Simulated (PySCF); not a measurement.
thiooxirane (C$_{2}$H$_{4}$S), singlet, at a GFN2-xTB geometry; MP2/pcseg-1 run with PySCF.

The PySCF input:
```python
from pyscf import gto, scf, mp

mol = gto.M(
    atom='''
C     0.011731   -0.727088   -0.798507
S     0.002623   -0.013849    0.853379
C    -0.016566    0.752614   -0.774407
H    -0.888815   -1.259810   -1.072144
H     0.930506   -1.224936   -1.077171
H     0.882335    1.294024   -1.036144
H    -0.936987    1.259150   -1.031117
''',
    basis='pcseg-1',
    charge=0,
    spin=0,
    verbose=4,
)

mf = scf.RHF(mol)
mf.kernel()

pt = mp.MP2(mf, frozen=7)
pt.kernel()
print('E(MP2) = %.10f' % pt.e_tot)
mf.analyze()
```

What the program printed (banner, timings and long lists left out):

```
PySCF version 2.14.0

[INPUT] verbose = 4
[INPUT] num. atoms = 7
[INPUT] num. electrons = 32
[INPUT] charge = 0
[INPUT] spin (= nelec alpha-beta = 2S) = 0
[INPUT] symmetry False subgroup None
[INPUT] Mole.unit = angstrom
[INPUT] Symbol           X                Y                Z      unit          X                Y                Z       unit  Magmom
[INPUT]  1 C      0.011731000000  -0.727088000000  -0.798507000000 AA    0.022168377167  -1.373997188458  -1.508959538548 Bohr   0.0
[INPUT]  2 S      0.002623000000  -0.013849000000   0.853379000000 AA    0.004956751625  -0.026170817099   1.612652590455 Bohr   0.0
[INPUT]  3 C     -0.016566000000   0.752614000000  -0.774407000000 AA   -0.031305202980   1.422234337513  -1.463417138946 Bohr   0.0
[INPUT]  4 H     -0.888815000000  -1.259810000000  -1.072144000000 AA   -1.679616925405  -2.380695868988  -2.026058526096 Bohr   0.0
[INPUT]  5 H      0.930506000000  -1.224936000000  -1.077171000000 AA    1.758401497265  -2.314793560120  -2.035558179324 Bohr   0.0
[INPUT]  6 H      0.882335000000   1.294024000000  -1.036144000000 AA    1.667371500118   2.445350958614  -1.958028385611 Bohr   0.0
[INPUT]  7 H     -0.936987000000   1.259150000000  -1.031117000000 AA   -1.770648812278   2.379448649746  -1.948528732383 Bohr   0.0

nuclear repulsion = 101.924328350635
number of shells = 17
number of NR pGTOs = 122
number of NR cGTOs = 66
basis = pcseg-1
ecp = {}

******** <class 'pyscf.scf.hf.RHF'> ********
method = RHF
initial guess = minao
damping factor = 0
level_shift factor = 0
DIIS = <class 'pyscf.scf.diis.CDIIS'>
diis_start_cycle = 1
diis_space = 8
diis_damp = 0
SCF conv_tol = 1e-09
SCF conv_tol_grad = None
SCF max_cycles = 50
direct_scf = True
direct_scf_tol = 1e-13
Set gradient conv threshold to 3.16228e-05
Initial guess from minao.
init E= -476.078857962362
  HOMO = -0.26238576107797  LUMO = 0.0596082833921403  gap/eV = 8.76190
cycle= 1 E= -475.450754603914  delta_E= 0.628  |g|= 0.405  |ddm|= 2.51
  HOMO = -0.331431717443593  LUMO = 0.121585203492299  gap/eV = 12.32722
cycle= 2 E= -475.492847467048  delta_E= -0.0421  |g|= 0.249  |ddm|= 0.702
  HOMO = -0.346632711344087  LUMO = 0.141607832839503  gap/eV = 13.28570
cycle= 3 E= -475.508928518561  delta_E= -0.0161  |g|= 0.0363  |ddm|= 0.246
  HOMO = -0.347632722757826  LUMO = 0.144817514408548  gap/eV = 13.40025
cycle= 4 E= -475.509642316011  delta_E= -0.000714  |g|= 0.00604  |ddm|= 0.0762
  HOMO = -0.347216977339934  LUMO = 0.145105870834456  gap/eV = 13.39679
cycle= 5 E= -475.509674588414  delta_E= -3.23e-05  |g|= 0.00227  |ddm|= 0.0196
  HOMO = -0.347901250720782  LUMO = 0.1448975140423  gap/eV = 13.40974
cycle= 6 E= -475.509679574161  delta_E= -4.99e-06  |g|= 0.000612  |ddm|= 0.00913
  HOMO = -0.347787464047422  LUMO = 0.145015189768277  gap/eV = 13.40984
cycle= 7 E= -475.509679905061  delta_E= -3.31e-07  |g|= 0.000171  |ddm|= 0.00219
  HOMO = -0.347850476169361  LUMO = 0.144993748212402  gap/eV = 13.41097
cycle= 8 E= -475.509679929302  delta_E= -2.42e-08  |g|= 3.77e-05  |ddm|= 0.000642
  HOMO = -0.347848066286488  LUMO = 0.144994177480419  gap/eV = 13.41092
cycle= 9 E= -475.509679930697  delta_E= -1.39e-09  |g|= 8.75e-06  |ddm|= 0.000158
  HOMO = -0.347847838770446  LUMO = 0.144994873363476  gap/eV = 13.41093
cycle= 10 E= -475.509679930778  delta_E= -8.19e-11  |g|= 1.16e-06  |ddm|= 4.54e-05
  HOMO = -0.347847779389416  LUMO = 0.144994870306689  gap/eV = 13.41093
Extra cycle  E= -475.509679930774  delta_E= 4.66e-12  |g|= 4.54e-07  |ddm|= 2.59e-06
converged SCF energy = -475.509679930774

******** <class 'pyscf.mp.mp2.RMP2'> ********
nocc = 9, nmo = 59
frozen orbitals 7
E(RMP2) = -475.917310097832  E_corr = -0.407630167058425
E(SCS-RMP2) = -475.913578329338  E_corr = -0.403898398564033
E_corr(same-spin) = -0.0983743868147043
E_corr(oppo-spin) = -0.30925578024372
E(MP2) = -475.9173100978
**** SCF Summaries ****
Total Energy =                        -475.509679930773814
Nuclear Repulsion Energy =             101.924328350635022
One-electron Energy =                 -856.563470374813051
Two-electron Energy =                  279.129462093404186
Two-electron Coulomb Energy =          315.938424530320162
DFT Exchange-Correlation Energy =      -36.808962436915976
HOMO-LUMO gap [eV] =                    13.410931588000370
**** MO energy ****
MO #1   energy= -91.9094246049088  occ= 2
MO #2   energy= -11.267746472134   occ= 2
MO #3   energy= -11.2669312487068  occ= 2
MO #4   energy= -8.93065946491796  occ= 2
MO #5   energy= -6.62369842769507  occ= 2
MO #6   energy= -6.62152148274394  occ= 2
MO #7   energy= -6.6192235716993   occ= 2
MO #8   energy= -1.15576526867288  occ= 2
MO #9   energy= -0.852810389353138 occ= 2
MO #10  energy= -0.832485290099731 occ= 2
MO #11  energy= -0.677298942652407 occ= 2
MO #12  energy= -0.617678684221236 occ= 2
MO #13  energy= -0.54905900432989  occ= 2
MO #14  energy= -0.444818415663614 occ= 2
MO #15  energy= -0.435303926867653 occ= 2
MO #16  energy= -0.347847779389416 occ= 2
MO #17  energy= 0.144994870306689  occ= 0
MO #18  energy= 0.15796265451842   occ= 0
MO #19  energy= 0.181688958292077  occ= 0
MO #20  energy= 0.203902741068586  occ= 0
MO #21  energy= 0.212969440117104  occ= 0
MO #22  energy= 0.253735112215917  occ= 0
MO #23  energy= 0.339832487286639  occ= 0
MO #24  energy= 0.445326475196916  occ= 0
 ** Mulliken pop on meta-lowdin orthogonal AOs  **
 ** Mulliken pop  **
 ** Mulliken atomic charges  **
charge of    0C =     -0.17454
charge of    1S =     -0.07931
charge of    2C =     -0.17454
charge of    3H =      0.10710
charge of    4H =      0.10710
charge of    5H =      0.10710
charge of    6H =      0.10710
Dipole moment(X, Y, Z, Debye): -0.00683,  0.03608, -2.22300
```
